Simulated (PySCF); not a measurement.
Run times: scandium in aug-cc-pVDZ-DK

Measured wall times of calculations with PySCF 2.14 in aug-cc-pVDZ-DK, with scalar relativity by spin-free X2C-1e, run from one Python driver. Hardware: 1 thread of Neoverse-N1 on a shared host, 1.3 GiB allowed. The two-electron integrals over 59 functions were computed once and kept in memory (1.4 CPU seconds with the set-up); the times below exclude them. Kohn-Sham runs start from converged Hartree-Fock orbitals.

Launch command (the driver calls PySCF for each step listed in the task file):

```bash
OMP_NUM_THREADS=1 python atomrun2.py TASK.json OUT
```

| species | step | iterations | wall time (s) |
| --- | --- | --- | --- |
| Sc [Ar] 3d1 4s2 | UHF | 10 | 0.57 |
| Sc [Ar] 3d1 4s2 | PBE | 8 | 1.9 |
| Sc [Ar] 3d1 4s2 | MP2 (3 electrons) |  | 0.11 |
| Sc⁺ [Ar] 3d1 4s1 | UHF | 8 | 0.47 |
| Sc⁺ [Ar] 3d1 4s1 | PBE | 5 | 1.3 |
| Sc⁺ [Ar] 3d1 4s1 | M06-2X | 9 | 5.1 |
| Sc⁺ [Ar] 3d1 4s1 | MP2 (2 electrons) |  | 0.04 |

Task: Roughly how long does M06-2X take for Sc [Ar] 3d1 4s2 here?

Result: About 5.6 s.

Peak memory of the process: 0.25 GiB. Times on a shared host vary from run to run.
